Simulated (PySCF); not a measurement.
Electron correlation in Sb²⁺ (antimony, charge +2)

[Kr] 4d10 5s2 5p1, 2P determinant. Computed with PySCF 2.14 in def2-SVP with the def2 core potential (28 electrons) (4s4p2d, 26 functions), with a scalar-relativistic core potential. Frozen: 4s2 4p6 4d10; 3 electrons correlated.

MP2 pair energies summed by pair of shells (mhartree):

| pair | energy | share (%) |
| --- | --- | --- |
| 5s-5s | -16.09 | 58.6 |
| 5s-5p | -11.39 | 41.4 |

Total MP2 correlation energy: -27.47 mhartree.

Same-spin part -1.80 and opposite-spin part -25.67 mhartree; SCS-MP2 scales them by 1/3 and 6/5 to -31.41 mhartree.

```
  level  correlation energy (mhartree)
   CCSD                         -40.65
    (T)                          -0.32
CCSD(T)                         -40.97
```

Diagnostics: T1 = 0.0079, D1 = 0.0192, largest double amplitude 0.097.

Problem. Is a single reference adequate?

Solution. Mostly. T1 lies below 0.03, but a double amplitude of this size points to a near-degeneracy that CCSD handles and MP2 describes poorly.
